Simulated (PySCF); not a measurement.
Computed IR spectrum (relative IR intensity) of a molecule CH7F2NSi2. Geometry: PBE-D3(BJ)/def2-SVP. Other conformers were not sampled. These are PBE-D3(BJ)/def2-SVP (PySCF) values and carry that method's errors. Frequencies are harmonic and unscaled.

```json
[
 {"ν (cm⁻¹)": "383", "relative intensity": "9.1"},
 {"ν (cm⁻¹)": "596", "relative intensity": "2.0"},
 {"ν (cm⁻¹)": "691", "relative intensity": "19"},
 {"ν (cm⁻¹)": "741", "relative intensity": "4.1"},
 {"ν (cm⁻¹)": "831", "relative intensity": "12"},
 {"ν (cm⁻¹)": "878", "relative intensity": "53"},
 {"ν (cm⁻¹)": "912", "relative intensity": "15"},
 {"ν (cm⁻¹)": "918", "relative intensity": "30"},
 {"ν (cm⁻¹)": "943", "relative intensity": "17"},
 {"ν (cm⁻¹)": "946", "relative intensity": "100"},
 {"ν (cm⁻¹)": "1122", "relative intensity": "35"},
 {"ν (cm⁻¹)": "1171", "relative intensity": "20"},
 {"ν (cm⁻¹)": "1431", "relative intensity": "3.2"},
 {"ν (cm⁻¹)": "2192", "relative intensity": "43"},
 {"ν (cm⁻¹)": "2214", "relative intensity": "3.6"},
 {"ν (cm⁻¹)": "2225", "relative intensity": "43"},
 {"ν (cm⁻¹)": "2948", "relative intensity": "11"},
 {"ν (cm⁻¹)": "3029", "relative intensity": "3.4"},
 {"ν (cm⁻¹)": "3046", "relative intensity": "2.0"}
]
```

### Question
Pick the molecule that these values belong to.
A. NC[Si](F)(F)[SiH3]
B. N[Si@@H](CF)[SiH2]F
C. NC[SiH2][SiH](F)F
D. CN([SiH2]F)[SiH2]F

### Answer
D, CN([SiH2]F)[SiH2]F
